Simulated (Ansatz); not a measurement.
C$_{2}$H$_{7}$BO$_{3}$ (SMILES CCOB(O)O), singlet, geometry from GFN2-xTB, with bond 13-8 at 1.8 times its length; SC-NEVPT2/STO-3G, CASSCF(2,3) run with Ansatz (an electronic-structure program).

The Ansatz input:
Ansatz 0.2 input:
```yaml
crystal:
  periodic: [false, false, false]
  atoms:
    - {symbol: B, position_ang: [0.00358007, 0.94078917, -0.03627497]}
    - {symbol: O, position_ang: [0.35223910, 2.07074946, -0.71420560]}
    - {symbol: H, position_ang: [-0.23118648, 2.82212367, -0.61747111]}
    - {symbol: O, position_ang: [-1.11742956, 0.84713166, 0.75205360]}
    - {symbol: H, position_ang: [-1.65363802, 1.63463965, 0.82691831]}
    - {symbol: O, position_ang: [0.84189382, -0.10755178, -0.16588391]}
    - {symbol: C, position_ang: [0.59971142, -1.35655157, 0.45520704]}
    - {symbol: C, position_ang: [-0.37942245, -2.20484313, -0.34797258]}
    - {symbol: H, position_ang: [1.57411755, -1.85151259, 0.51433405]}
    - {symbol: H, position_ang: [0.21032956, -1.19904386, 1.46706028]}
    - {symbol: H, position_ang: [-0.01184711, -2.33618729, -1.36230898]}
    - {symbol: H, position_ang: [-0.49505395, -3.17868030, 0.12020651]}
    - {symbol: H, position_ang: [-2.11923083, -1.31331848, -0.41729225]}
basis:
  gaussian:
    orbitals: STO-3G
magnetization: {spin_polarized: false}
correlation: {method: sc_nevpt2, electrons: all, active_space: {window: {electrons: 2, orbitals: 3}}}
```

Problem. Write the output that Ansatz gives for this input, abridged.

Solution. 
```
Functional definition: HF
531 factors; integrals over basis functions are off by at most 5.1e-5 eV
mean field evaluation 1: about -8831.9070 eV, gradient 3.4e1 eV
mean field evaluation 2: about -8832.1617 eV, gradient 3.4e1 eV
mean field evaluation 4: about -8836.0923 eV, gradient 2.4e0 eV
mean field evaluation 8: about -8836.1133 eV, gradient 5.2e-5 eV
mean field -8836.11330806 eV, -324.7211747384 hartree, gradient 1.1e-6 eV, S^2 0.000000; 0 other end points of the search recorded, 0 dependent functions left out; unrestricted orbitals would lower it
reference -8836.11330806 eV, -324.7211747384 hartree; 24, 24 occupied and 13, 13 virtual orbitals, 531 factors
state -8838.48310419 eV, -324.8082631398 hartree
state -8838.48310419 eV, -324.8082631398 hartree; corrected -8845.01921947 eV, -325.0484609461 hartree
WARN: 1 active orbitals are nearly empty or full. The corrections depend on them more than the energy does, and are more stable in an active space without them
Total energy: -8845.01921947 eV, -325.0484609461 hartree
```
